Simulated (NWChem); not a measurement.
Species: CH3Mg cation; SMILES [CH3][Mg+]

Program: NWChem. Pople sets run with spherical d functions. Structure relaxed at the B3LYP/6-31G* (spherical d) level. B3LYP is NWChem's, with the RPA form of VWN correlation. Core excitations by TDA in a window of 1s orbitals, non-relativistic and unshifted: absolute energies depend strongly on the exact-exchange share.

For level C K edge, B3LYP/6-311G**:

```yaml
first 1s excitation (eV): 271.4
dipole_oscillator_strength_of_the_first: 0.0248
first state with f > 0.002 (eV): 271.4
dipole_oscillator_strength_of_that_state: 0.0248
```

**Question.** Estimate the same quantities for level C K edge, BHandHLYP/6-311G**.

**Answer.** 
* **first 1s excitation (eV)**: 280.4
* **dipole oscillator strength of the first**: 0.0383
* **first state with f > 0.002 (eV)**: 280.4
* **dipole oscillator strength of that state**: 0.0383
